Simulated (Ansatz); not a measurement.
(MeBPH)3 ring (C₃H₁₂B₃P₃). The state is a triplet with charge 0. Geometry PBE-D4/def2-SVP, that of the neutral singlet; atoms count from 1.

Cartesian coordinates in Å:
```
B -0.261 1.489 0.209
C -1.648 1.272 0.905
P -0.188 1.641 -1.736
B 0.175 -0.261 -1.494
C -1.012 -1.281 -1.584
P 1.956 -0.915 -1.039
B 1.297 -0.368 0.715
C 0.624 -1.436 1.643
P 1.358 1.493 1.297
H -2.429 0.818 0.265
H -2.003 2.309 1.126
H -1.607 0.755 1.884
H 1.190 2.055 -1.809
H -2.015 -0.855 -1.383
H -1.023 -1.585 -2.660
H -0.871 -2.218 -1.010
H 2.653 0.311 -1.333
H 1.470 -1.830 2.258
H -0.112 -1.033 2.367
H 0.201 -2.316 1.118
H 2.245 1.955 0.261
```

At PBE0-D4/def2-TZVP a singlet of charge 0 lies 1.79 eV below the triplet at the same geometry.

**Question.** Estimate the Mulliken populations from the PBE0/def2-TZVP orbitals of Ansatz.

**Answer.** 
| atom | charge (e) | spin (α − β) |
| --- | --- | --- |
| B1 | 0.03 | 0.31 |
| C2 | -0.41 | -0.02 |
| P3 | -0.10 | 0.19 |
| B4 | 0.00 | 0.36 |
| C5 | -0.41 | -0.02 |
| P6 | -0.01 | 0.51 |
| B7 | 0.00 | 0.35 |
| C8 | -0.41 | -0.02 |
| P9 | -0.10 | 0.18 |
| H10 | 0.13 | 0.01 |
| H11 | 0.15 | 0.02 |
| H12 | 0.13 | 0.01 |
| H13 | 0.04 | 0.01 |
| H14 | 0.14 | 0.00 |
| H15 | 0.15 | 0.02 |
| H16 | 0.13 | 0.01 |
| H17 | 0.09 | 0.03 |
| H18 | 0.15 | 0.02 |
| H19 | 0.14 | 0.00 |
| H20 | 0.13 | 0.01 |
| H21 | 0.04 | 0.01 |
Mulliken values and Mayer orders depend strongly on the basis.

**Question.** Where does the spin sit?

**Answer.** Summed by element: B 1.02, C -0.05, P 0.88, H 0.15, of 2 unpaired in all. Largest on single atoms: P6 0.51, B4 0.36, B7 0.35.

**Question.** And the Mayer bond orders between bonded heavy atoms (over 0.3)?

**Answer.** B1–C2 1.08 (1.57 Å); B1–P3 1.00 (1.95 Å); B1–P9 1.00 (1.95 Å); P3–B4 1.04 (1.95 Å); B4–C5 1.08 (1.57 Å); B4–P6 0.95 (1.95 Å); P6–B7 0.95 (1.95 Å); B7–C8 1.08 (1.57 Å); B7–P9 1.04 (1.95 Å).
